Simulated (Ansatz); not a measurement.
```yaml
crystal:
  periodic: [false, false, false]
  atoms:
    - {symbol: C, position_ang: [-3.004428, -1.402006, -1.335885]}
    - {symbol: C, position_ang: [-2.676505, -0.029231, -0.744870]}
    - {symbol: C, position_ang: [-3.296630, 0.090876, 0.641566]}
    - {symbol: C, position_ang: [-3.249916, 1.060887, -1.644252]}
    - {symbol: N, position_ang: [-1.230891, 0.176684, -0.664697]}
    - {symbol: Si, position_ang: [-0.082336, -0.521840, 0.409309]}
    - {symbol: N, position_ang: [1.327942, 0.426436, 0.141518]}
    - {symbol: C, position_ang: [2.699734, 0.207031, 0.597137]}
    - {symbol: C, position_ang: [3.102750, -1.241914, 0.354923]}
    - {symbol: C, position_ang: [3.610934, 1.121722, -0.214986]}
    - {symbol: C, position_ang: [2.842386, 0.536408, 2.084575]}
    - {symbol: H, position_ang: [-4.084323, -1.552368, -1.421286]}
    - {symbol: H, position_ang: [-2.567074, -1.505362, -2.332644]}
    - {symbol: H, position_ang: [-2.597990, -2.198402, -0.707187]}
    - {symbol: H, position_ang: [-3.037884, 1.049335, 1.096524]}
    - {symbol: H, position_ang: [-4.384411, 0.020555, 0.571458]}
    - {symbol: H, position_ang: [-2.952750, -0.703431, 1.307077]}
    - {symbol: H, position_ang: [-4.332122, 0.953601, -1.748845]}
    - {symbol: H, position_ang: [-3.034654, 2.048210, -1.230192]}
    - {symbol: H, position_ang: [-2.810911, 1.006775, -2.645459]}
    - {symbol: H, position_ang: [-0.837856, 0.352821, -1.580564]}
    - {symbol: H, position_ang: [-0.660227, -0.478734, 1.784876]}
    - {symbol: H, position_ang: [0.274047, -1.949672, 0.160744]}
    - {symbol: H, position_ang: [1.116948, 1.414782, 0.086396]}
    - {symbol: H, position_ang: [2.509753, -1.931627, 0.959210]}
    - {symbol: H, position_ang: [2.966657, -1.509110, -0.695133]}
    - {symbol: H, position_ang: [4.153049, -1.385933, 0.617928]}
    - {symbol: H, position_ang: [3.531118, 0.890742, -1.279313]}
    - {symbol: H, position_ang: [4.653747, 1.008427, 0.090765]}
    - {symbol: H, position_ang: [3.333142, 2.170606, -0.071301]}
    - {symbol: H, position_ang: [2.191935, -0.105189, 2.684414]}
    - {symbol: H, position_ang: [3.871314, 0.396221, 2.427661]}
    - {symbol: H, position_ang: [2.559148, 1.574898, 2.276735]}
basis:
  gaussian: {orbitals: cc-pVDZ}
hamiltonian: {xc: {name: PBEsol}}
scf: {lower_state_search: off}
multiplicity: 3
```

```sh
$ ansatz run in.yaml --threads 11 --pin off --events-out ev --progress --plain --max-ram 110592MiB --backend cpu
```

Output, abridged:

```
Error: YAML parse error: error: line 41 column 1: unknown field `multiplicity`, expected one of crystal, accuracy, basis, kpoints, hamiltonian, magnetization, projection, total_charge, correlation, batch, efield, external_charges, scf, relax, neb, saddle, md, ramp, phonons, dielectric, real_time, elastic, magnetic_configurations, gw, evaluate, workflow, output, checkpoint, execution
39 | hamiltonian: {xc: {name: PBEsol}}
40 | scf: {lower_state_search: off}
41 | multiplicity: 3
```

What is wrong with this run?

The input holds a key that doesn't belong there. The input was rejected before any iteration.
